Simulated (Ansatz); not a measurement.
`S[SiH]1[SiH2][SiH2]1` + HCl → `Cl[SiH]1[SiH2][SiH2]1` + H₂S at 600 K and 1 bar (ligand exchange at the Si–S bond).

Program: Ansatz. Geometries: PBE0-D4/def2-TZVP. ΔE: electronic, gas phase. CCSD(T)/CBS is the MP2 limit (def2-TZVPP, def2-QZVPP) plus CCSD(T) − MP2 in def2-TZVPP, frozen cores. This one scheme is used for every species. Each species was taken in one conformer, which may not be the lowest.

```csv
species,CCSD(T)/CBS energy (Eh),H − E (kJ/mol),S (J/(mol·K))
`S[SiH]1[SiH2][SiH2]1`,-1268.60067,205.6,471.6
HCl,-460.38127,35.4,207.2
`Cl[SiH]1[SiH2][SiH2]1`,-1330.01898,178.1,455.7
H₂S,-398.97279,60.8,230.9
```

H − E and S are ideal-gas, rigid-rotor, harmonic terms from PBE0-D4/def2-TZVP, for one conformer and one mirror image of each species. 1 Eh = 2625.50 kJ/mol, R = 8.31446 J/(mol·K).

Task: By hand: ΔE, ΔH, ΔS and ΔG.

Result: ΔE = (-1330.01898) + (-398.97279) − (-1268.60067) − (-460.38127) = -0.00983 Eh = -25.8 kJ/mol. Δ(H − E) = 178.1 + 60.8 − 205.6 − 35.4 = -2.1, so ΔH = -27.9 kJ/mol. ΔS = 455.7 + 230.9 − 471.6 − 207.2 = 7.8 J/(mol·K). ΔG = -27.9 − 600 × (7.8)/1000 = -32.6 kJ/mol.

Task: By hand: the equilibrium constant, and the temperature at which ΔG would vanish if ΔH and ΔS stayed fixed.

Result: log₁₀ K = −ΔG/(RT ln 10) = 2.8. ΔH and −TΔS have one sign here, so there is no such temperature.

The number of gas molecules stays the same, so ΔS is small and ΔH decides. A doubt of 5 kJ/mol in ΔE shifts log₁₀ K by 0.4 here. Other conformers and mirror images would add mixing entropy, several J/(mol·K) or more a flexible species. These are equilibria of isolated gas molecules and say nothing of rates. Largest T1 diagnostic: 0.014 (customary marks: 0.02 for closed shells, 0.045 for open ones).

ΔS is within the doubt of such terms, so its sign, and with it that verdict, could turn.
